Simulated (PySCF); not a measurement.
**Excitation energy of Be⁺ by level of theory**

Be⁺ [He] 2s1 (2S) → Be⁺ [He] 2p1 (2P), as a difference of total energies. Computed with PySCF 2.14 in aug-cc-pCVQZ-DK (9s8p6d4f2g, 109 functions), with the spin-free X2C one-electron Hamiltonian (Gaussian nucleus). Correlated levels: valence and next inner shell: nothing frozen. The calculations carry no spin-orbit coupling.

| method | excitation energy (eV) |
| --- | --- |
| UHF | 3.990 |
| PBE | 3.446 |
| r2SCAN | 3.527 |
| wB97M-V | 3.744 |
| BLYP | 3.392 |
| revPBE | 3.424 |
| MP2 (valence and next inner shell) | 3.970 |
| SCS-MP2 (valence and next inner shell) | 3.983 |

Question: Estimate what PBE0 gives.

Answer: 3.589 eV, closest to r2SCAN among the rows shown.

Question: Estimate what LDA gives.

Answer: 3.497 eV, closest to r2SCAN among the rows shown.

Errors of the correlated levels include the incompleteness of this basis.

For comparison: 3.959 eV (measured; NIST levels, between the centres of gravity of the two terms).
